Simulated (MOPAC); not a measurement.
MOPAC input (PM6):

```
PM6 PRECISE GNORM=0.05 LET XYZ GEO-OK AUX(PRECISION=9) THREADS=1
C3H6O

C     1.68921100 1   -0.38959500 1   -0.52708400 1
C     0.75462200 1    0.15395700 1    0.24251600 1
C    -0.62612700 1    0.49238900 1   -0.22442500 1
O    -1.62950200 1   -0.17134000 1    0.54492700 1
H     1.50020700 1   -0.61143900 1   -1.57187200 1
H     2.67602000 1   -0.62453300 1   -0.14926200 1
H     0.95992000 1    0.36218300 1    1.28875800 1
H    -0.72965400 1    0.26416300 1   -1.29209100 1
H    -0.82542400 1    1.55786500 1   -0.09042600 1
H    -1.45128400 1   -1.11802300 1    0.50942900 1
```

Output:

```
 *******************************************************************************
 **                                                                           **
 **                              MOPAC v23.2.5                                **
 **                                                                           **
 *******************************************************************************
 ** MOPAC's Digital Object Identifier: https://doi.org/10.5281/zenodo.6511958 **
 **                                                                           **
 ** Please cite the open-source release paper for use of this MOPAC version:  **
 ** J. E. Moussa and J. J. P. Stewart (2026)                                  **
 ** MOPAC: An open-source semiempirical molecular orbital program             **
 ** J. Open Source Softw., 11(119), 8025, https://doi.org/10.21105/joss.08025 **
 *******************************************************************************

                              PM6 CALCULATION RESULTS

 *******************************************************************************
 *  PM6        - The PM6 Hamiltonian to be used
 *  GEO-OK     - OVERRIDE INTERATOMIC DISTANCE AND OTHER SAFETY CHECKS
 *  LET        - OVERRIDE SOME SAFETY CHECKS
 *  PRECISE    - TIGHTER CRITERIA TO BE USED
 *  XYZ        - CARTESIAN COORDINATE SYSTEM TO BE USED
 *  GNORM      - EXIT WHEN GRADIENT NORM DROPS BELOW 0.050
 *  AUX        - OUTPUT AUXILIARY INFORMATION
 *******************************************************************************
PM6 PRECISE GNORM=0.05 LET XYZ GEO-OK AUX(PRECISION=9) THREADS=1
 C3H6O

   ATOM   CHEMICAL          X               Y               Z
  NUMBER   SYMBOL      (ANGSTROMS)     (ANGSTROMS)     (ANGSTROMS)

     1       C          1.68921100  *  -0.38959500  *  -0.52708400  *
     2       C          0.75462200  *   0.15395700  *   0.24251600  *
     3       C         -0.62612700  *   0.49238900  *  -0.22442500  *
     4       O         -1.62950200  *  -0.17134000  *   0.54492700  *
     5       H          1.50020700  *  -0.61143900  *  -1.57187200  *
     6       H          2.67602000  *  -0.62453300  *  -0.14926200  *
     7       H          0.95992000  *   0.36218300  *   1.28875800  *
     8       H         -0.72965400  *   0.26416300  *  -1.29209100  *
     9       H         -0.82542400  *   1.55786500  *  -0.09042600  *
    10       H         -1.45128400  *  -1.11802300  *   0.50942900  *

          CARTESIAN COORDINATES

    NO.       ATOM           X           Y           Z

     1         C          1.6892     -0.3896     -0.5271
     2         C          0.7546      0.1540      0.2425
     3         C         -0.6261      0.4924     -0.2244
     4         O         -1.6295     -0.1713      0.5449
     5         H          1.5002     -0.6114     -1.5719
     6         H          2.6760     -0.6245     -0.1493
     7         H          0.9599      0.3622      1.2888
     8         H         -0.7297      0.2642     -1.2921
     9         H         -0.8254      1.5579     -0.0904
    10         H         -1.4513     -1.1180      0.5094

 General Reference for PM6:
 "Optimization of Parameters for Semiempirical Methods V: Modification of NDDO Approximations
 and Application to 70 Elements", J. J. P. Stewart, J. Mol. Mod., 13, 1173-1213 (2007)
 URL: https://link.springer.com/article/10.1007/s00894-007-0233-4

           Empirical Formula: C3 H6 O  =    10 atoms

      MOLECULAR POINT GROUP   :   C1

      RHF CALCULATION, NO. OF DOUBLY OCCUPIED LEVELS = 12

          Geometry optimization using EF

          DIAGONAL MATRIX USED AS START HESSIAN

 CYCLE:     1  GRAD.:    32.131 HEAT: -32.06375
 CYCLE:     2  GRAD.:   176.020 HEAT: -25.58326
 CYCLE:     3  GRAD.:   405.843 HEAT: -8.181474
 CYCLE:     4  GRAD.:   162.972 HEAT: -24.95692
 CYCLE:     5  GRAD.:   300.731 HEAT: -7.665805
 CYCLE:     6  GRAD.:   167.750 HEAT: -24.71566
 CYCLE:     7  GRAD.:   442.314 HEAT: -2.317906
 CYCLE:     8  GRAD.:   169.394 HEAT: -19.57005
 CYCLE:     9  GRAD.:   237.718 HEAT: -16.56429
 CYCLE:    10  GRAD.:   160.782 HEAT: -22.22361
 CYCLE:    11  GRAD.:   269.340 HEAT: -21.88625
 CYCLE:    12  GRAD.:    86.119 HEAT: -29.82094
 CYCLE:    13  GRAD.:   134.319 HEAT: -27.04728
 CYCLE:    14  GRAD.:    47.436 HEAT: -32.39803
 CYCLE:    15  GRAD.:   111.055 HEAT: -27.13023
 CYCLE:    16  GRAD.:    19.283 HEAT: -33.05478
 CYCLE:    17  GRAD.:    49.037 HEAT: -32.05045
 CYCLE:    18  GRAD.:     9.985 HEAT: -33.18261
 CYCLE:    19  GRAD.:    20.126 HEAT: -32.97447
 CYCLE:    20  GRAD.:     5.442 HEAT: -33.23536
 CYCLE:    21  GRAD.:    13.057 HEAT: -33.15544
 CYCLE:    22  GRAD.:     0.800 HEAT: -33.25347
 CYCLE:    23  GRAD.:     0.766 HEAT: -33.25640
 CYCLE:    24  GRAD.:     7.459 HEAT: -33.30423
 CYCLE:    25  GRAD.:     7.191 HEAT: -33.36844
 CYCLE:    26  GRAD.:     7.453 HEAT: -33.43244
 CYCLE:    27  GRAD.:     9.224 HEAT: -33.52597
 CYCLE:    28  GRAD.:    13.020 HEAT: -33.53757
 CYCLE:    29  GRAD.:     4.714 HEAT: -33.58797
 CYCLE:    30  GRAD.:     2.774 HEAT: -33.62110
 CYCLE:    31  GRAD.:     4.010 HEAT: -33.65952
 CYCLE:    32  GRAD.:     3.416 HEAT: -33.68678
 CYCLE:    33  GRAD.:     2.364 HEAT: -33.71582
 CYCLE:    34  GRAD.:     1.952 HEAT: -33.73355
 CYCLE:    35  GRAD.:     4.439 HEAT: -33.72959
 CYCLE:    36  GRAD.:     2.915 HEAT: -33.74009
 CYCLE:    37  GRAD.:     1.031 HEAT: -33.74293
 CYCLE:    38  GRAD.:     0.458 HEAT: -33.74434
 CYCLE:    39  GRAD.:     0.390 HEAT: -33.74512
 CYCLE:    40  GRAD.:     0.373 HEAT: -33.74551
 CYCLE:    41  GRAD.:     0.200 HEAT: -33.74566
 CYCLE:    42  GRAD.:     0.108 HEAT: -33.74572
 CYCLE:    43  GRAD.:     0.097 HEAT: -33.74574
 CYCLE:    44  GRAD.:     0.067 HEAT: -33.74574
 CYCLE:    45  GRAD.:     0.062 HEAT: -33.74575
 CYCLE:    46  GRAD.:     0.042 HEAT: -33.74575

     GRADIENT =  0.04223 IS LESS THAN CUTOFF =  0.05000

 -------------------------------------------------------------------------------
 PM6 PRECISE GNORM=0.05 LET XYZ GEO-OK AUX(PRECISION=9) THREADS=1
 C3H6O

     GEOMETRY OPTIMISED USING EIGENVECTOR FOLLOWING (EF).
     SCF FIELD WAS ACHIEVED

                              PM6 CALCULATION
                                                       MOPAC v23.2.5 Linux

          FINAL HEAT OF FORMATION =        -33.74575 KCAL/MOL =    -141.19223 KJ/MOL

          COSMO AREA              =        103.05 SQUARE ANGSTROMS
          COSMO VOLUME            =         85.85 CUBIC ANGSTROMS

          GRADIENT NORM           =          0.04223          =       0.01336 PER ATOM
          IONIZATION POTENTIAL    =         10.411989 EV
          HOMO LUMO ENERGIES (EV) =        -10.412  0.808
          NO. OF FILLED LEVELS    =         12
          MOLECULAR WEIGHT        =         58.0798         POINT GROUP:  C1

          MOLECULAR DIMENSIONS (Angstroms)

            Atom       Atom       Distance
            H    10    H     6     4.60107
            H     7    H     8     2.86417
            H     6    H     9     2.16623

          SCF CALCULATIONS        =         47

   ATOM   CHEMICAL          X               Y               Z
  NUMBER   SYMBOL      (ANGSTROMS)     (ANGSTROMS)     (ANGSTROMS)

     1       C          1.79153927  *  -0.21425857  *  -0.55114629  *
     2       C          0.71943468  *  -0.07234659  *   0.22272142  *
     3       C         -0.62469634  *   0.34585119  *  -0.29704983  *
     4       O         -1.65966807  *   0.05122569  *   0.65338328  *
     5       H          1.79140686  *  -0.05666965  *  -1.62039632  *
     6       H          2.76237173  *  -0.49829484  *  -0.16870452  *
     7       H          0.75027003  *  -0.23334003  *   1.30329119  *
     8       H         -0.88080677  *  -0.12406238  *  -1.26445784  *
     9       H         -0.69578645  *   1.44990259  *  -0.39570810  *
    10       H         -1.71419692  *  -0.91226699  *   0.81050225  *

                             CARTESIAN COORDINATES

   1    C        1.791539275    -0.214258568    -0.551146291
   2    C        0.719434680    -0.072346593     0.222721423
   3    C       -0.624696336     0.345851185    -0.297049833
   4    O       -1.659668067     0.051225687     0.653383283
   5    H        1.791406860    -0.056669647    -1.620396323
   6    H        2.762371727    -0.498294844    -0.168704516
   7    H        0.750270031    -0.233340028     1.303291188
   8    H       -0.880806768    -0.124062384    -1.264457841
   9    H       -0.695786447     1.449902594    -0.395708101
  10    H       -1.714196925    -0.912266986     0.810502247

           Empirical Formula: C3 H6 O  =    10 atoms

      MOLECULAR POINT GROUP   :   C1

                  EIGENVALUES
 -29.98846 -27.55261 -24.10193 -20.18812 -18.05764 -15.70016 -15.43991 -14.88731
 -12.83716 -12.35038 -10.84633 -10.41199   0.80778   2.58558   3.79643   5.02936
   5.21035   5.48182   5.64641   5.82898   6.14112   6.26324

              NET ATOMIC CHARGES AND DIPOLE CONTRIBUTIONS

  ATOM NO.   TYPE          CHARGE      No. of ELECS.   s-Pop       p-Pop
    1          C          -0.339870        4.3399     1.11730     3.22257
    2          C          -0.158711        4.1587     1.12183     3.03688
    3          C          -0.011175        4.0112     1.09474     2.91644
    4          O          -0.543223        6.5432     1.82126     4.72196
    5          H           0.151606        0.8484     0.84839
    6          H           0.155595        0.8444     0.84440
    7          H           0.157766        0.8422     0.84223
    8          H           0.124107        0.8759     0.87589
    9          H           0.157784        0.8422     0.84222
   10          H           0.306121        0.6939     0.69388
 DIPOLE           X         Y         Z       TOTAL
 POINT-CHG.     1.256    -0.654    -1.139     1.817
 HYBRID        -0.087    -0.358     0.147     0.397
 SUM            1.168    -1.012    -0.992     1.837

          ATOMIC ORBITAL ELECTRON POPULATIONS

     Atom    s        px        py        pz
    1  C   1.11730   1.07052   1.04233   1.10972
    2  C   1.12183   0.97818   0.98030   1.07841
    3  C   1.09474   0.86543   1.10807   0.94294
    4  O   1.82126   1.61684   1.41133   1.69379
    5  H   0.84839
    6  H   0.84440
    7  H   0.84223
    8  H   0.87589
    9  H   0.84222
   10  H   0.69388

 **********************
 *                    *
 * JOB ENDED NORMALLY *
 *                    *
 **********************

 == MOPAC DONE ==
```

The geometry given is a B3LYP-D3(BJ)/def2-TZVP minimum.
